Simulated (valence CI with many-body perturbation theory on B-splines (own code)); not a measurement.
**Ir⁵⁶⁺: calculated level list**

Level of theory: configuration interaction combined with many-body perturbation theory (CI+MBPT): three valence electrons over a frozen Dirac-Fock core [Ar], radial functions for each j: 7 s, 7 p, 8 d, 6 f, 4 g, 1 h, with the one-electron correlation potential Σ1 (screened to all orders), the two-electron term Σ2, the three-electron term Σ3, Breit, model QED; selected single and double excitations, second order for the rest, scaled by the run's own slope (own B-spline code, finite nucleus).

The last digits are not significant, and no measured levels were compared; by estimate large intervals hold to a few tenths of a per cent, small ones and those within an open d or f shell to about a per cent. Excitations out of the core, of the other parity, are not computed and may begin above about 245 eV (a cautious bound); beyond it only levels of the ground parity were kept, without lifetimes. Only levels of the ground parity were solved; by the run's estimate the other parity begins above the list, which can be wrong where configurations are misplaced.

Levels 1 to 19 of 19, with energies above the lowest level, (3d3/2^3) J=3/2. "Leading %" is the weight of the configuration and term that name the level; weights of strongly mixed levels are sums over their largest components and can fall short. In the jj column 3d3/2^4 stands for four electrons in 3d with j = 3/2. Lifetimes count E1, E2, E3, M1 and M2 decay at the calculated energies, and are blank where another channel may lead or the interval is too uncertain; long ones can be off by a factor of two.

```tsv
No.	Configuration	Term	J	E (eV)	Leading %	Lifetime	Second component	Leading jj
1	3d3	4F	3/2	0.00	42		41 % 3d3 2D	3d3/2^3 (99 %)
2	3d3	4F	5/2	80.50	81	160 ns	17 % 3d3 2D	3d3/2^2 3d5/2 (99 %)
3	3d3	4P	3/2	87.03	38	201 ns	33 % 3d3 4F	3d3/2^2 3d5/2 (99 %)
4	3d3	2H	9/2	90.77	47		41 % 3d3 2G	3d3/2^2 3d5/2 (100 %)
5	3d3	2G	7/2	91.15	50	124 μs	30 % 3d3 4F	3d3/2^2 3d5/2 (98 %)
6	3d3	4P	1/2	92.71	57	540 ns	43 % 3d3 2P	3d3/2^2 3d5/2 (100 %)
7	3d3	2D	5/2	117.81	46	1.86 μs	30 % 3d3 4P	3d3/2^2 3d5/2 (97 %)
8	3d3	4F	7/2	170.02	68	91.6 ns	30 % 3d3 2G	3d3/2 3d5/2^2 (99 %)
9	3d3	4F	9/2	174.92	50	155 ns	41 % 3d3 2H	3d3/2 3d5/2^2 (99 %)
10	3d3	4P	3/2	180.54	40	79.2 ns	37 % 3d3 2D	3d3/2 3d5/2^2 (100 %)
11	3d3	2P	1/2	183.65	57	121 ns	43 % 3d3 4P	3d3/2 3d5/2^2 (100 %)
12	3d3	2H	11/2	184.78	100	399 ns		3d3/2 3d5/2^2 (100 %)
13	3d3	4P	5/2	185.02	40	147 ns	39 % 3d3 2D	3d3/2 3d5/2^2 (97 %)
14	3d3	2F	5/2	194.73	45	238 ns	39 % 3d3 2D	3d3/2 3d5/2^2 (99 %)
15	3d3	2F	7/2	194.83	78	307 ns	20 % 3d3 2G	3d3/2 3d5/2^2 (99 %)
16	3d3	2D	3/2	216.60	81	168 ns	15 % 3d3 2P	3d3/2 3d5/2^2 (98 %)
17	3d3	2G	9/2	264.53	49		39 % 3d3 4F	3d5/2^3 (99 %)
18	3d3	2P	3/2	279.32	42		41 % 3d3 2D	3d5/2^3 (98 %)
19	3d3	2D	5/2	290.00	58		22 % 3d3 2F	3d5/2^3 (98 %)
```

The ionisation energy to 3d2 3F_2 of the next ion comes out as 5609.7 eV (NIST: 5609 ± 5 eV (theoretical)). All 19 levels together are meant to be complete up to 244.71 eV.
